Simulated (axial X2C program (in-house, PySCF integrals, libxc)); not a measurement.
**Spin–orbit effects down a group: molecules with Ca (ions), PBE0**

All values come from calculations with an axial X2C code built on PySCF integrals, spin-free (one-electron X2C) or two-component (2c: spin–orbit coupling with atomic mean-field Coulomb and Gaunt terms, which also bring small scalar terms), in Dyall basis sets with cores contracted in-house; open shells are unrestricted.

Basis sets: Ca dyall-cv3z, H dyall-v3z, Li dyall-cv3z, Na dyall-cv3z.

```csv
molecule,spin-free state,Re (Å),ωe (cm⁻¹),De (eV),2c state,Re 2c (Å),ωe 2c (cm⁻¹),De 2c (eV)
CaH⁺,"M_S = 0, Λ = 0",1.877,1527.1,2.28,Ω = 0,1.877,1527.2,2.28
LiCa⁺,"M_S = 0, Λ = 0",3.245,250.7,1.34,Ω = 0,3.245,250.7,1.34
NaCa⁺,"M_S = 0, Λ = 0",3.523,139.8,1.05,Ω = 0,3.523,139.8,1.05
```

Work out the shifts from the spin-free to the two-component result.



| molecule | 2c state | ΔRe (Å) | Δωe (cm⁻¹) | ΔDe (eV) |
| --- | --- | --- | --- | --- |
| CaH⁺ | Ω = 0 | 0.000 | 0.1 | 0.00 |
| LiCa⁺ | Ω = 0 | 0.000 | 0.0 | 0.00 |
| NaCa⁺ | Ω = 0 | 0.000 | 0.0 | 0.00 |

Shifts of one unit in the last digit are rounding.

Fragments in 2c: Ca+ + H, Ca + Li+, Ca + Na+. Each entry is the lowest single determinant of a limited PBE0 search at one distance. De goes to single-determinant-based atoms at the same level (for ions the charge split of lowest energy) and is withheld (n/a) where an atom does not fit its ground term or J level. Main or longest-lived isotopes.
